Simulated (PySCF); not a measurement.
Input of a run (PBE0-D3(BJ)/def2-SVP geometry optimisation, gas phase (PySCF 2.14.0)), started from GFN2-xTB:
```
{"job": {"xc": "PBE0", "basis": "def2-SVP", "d3": "d3bj", "grid": 1, "kind": "geom"}, "charge": 0, "multiplicity": 1}
C     -2.247579    -2.132828     1.034333
C     -1.802736    -0.891986     0.989377
C     -1.582335    -0.114456    -0.276137
C     -0.146532     0.329520    -0.351869
C      0.826243    -0.520576    -0.863097
C      2.154396    -0.138486    -0.905947
C      2.515548     1.110092    -0.426664
Cl     4.175126     1.599460    -0.478054
C      1.564219     1.971347     0.093517
C      0.239784     1.574164     0.128383
H     -2.499608    -2.679738     0.140043
H     -2.387188    -2.654897     1.965556
H     -1.552785    -0.363314     1.900131
H     -2.234143     0.763169    -0.274430
H     -1.833698    -0.735889    -1.136953
H      0.541735    -1.494595    -1.232767
H      2.904881    -0.800238    -1.309329
H      1.857212     2.941536     0.463151
H     -0.502343     2.246965     0.533296
```

Output (energies in Eh, forces in Eh/bohr):
```
step   0  E = -807.60925941  max force = 0.011150
step   1  E = -807.61145021  max force = 0.002922
step   2  E = -807.61147825  max force = 0.002132
step   3  E = -807.61153888  max force = 0.000892
step   4  E = -807.61156224  max force = 0.000756
step   5  E = -807.61161538  max force = 0.000739
step   6  E = -807.61181651  max force = 0.002582
step   7  E = -807.61198198  max force = 0.003781
step   8  E = -807.61211630  max force = 0.001840
step   9  E = -807.61214256  max force = 0.001735
step  10  E = -807.61215613  max force = 0.000400
optimisation converged
```

Question: Summarise the run.

Answer: The energy falls by 0.079 eV over 11 energy and gradient evaluations, the largest force component goes from 0.0112 to 4.0e-04 Eh/bohr, and the atoms move by 0.522 Å rms after alignment. Among the bonds, C1–H11 and C1–H12 change most and about equally (+0.016 to +0.017 Å). Bonds longer at the end by more than 0.005 Å: 17 of 19; shorter: 0. Among the angles that change most is C2–C3–C4, from 109.6° to 113.4°. Among the dihedrals that turn most is H15–C3–C4–C10, from 146° to 103°. The energy never rose by more than 1e-6 Eh on the way. The first step brought 76 % of the lowering.

Question: What are the final bond lengths?

Answer: C1=C2 1.334 Å, C2–C3 1.498 Å, C3–C4 1.512 Å, C4–C5 1.400 Å, C5–C6 1.391 Å, C6–C7 1.395 Å, C7–Cl8 1.733 Å, C7–C9 1.393 Å, C9–C10 1.393 Å, C4–C10 1.398 Å, C1–H11 1.095 Å, C1–H12 1.093 Å, C2–H13 1.097 Å, C3–H14 1.103 Å, C3–H15 1.104 Å, C5–H16 1.093 Å, C6–H17 1.091 Å, C9–H18 1.091 Å, C10–H19 1.094 Å. Numbering counts from 1 in the input's order; the species is `C=CCc1ccc(Cl)cc1`.

The run used 189 basis functions and 83 SCF cycles in all.

Whether it is a minimum is left open (no frequencies). One conformer, not necessarily the lowest.
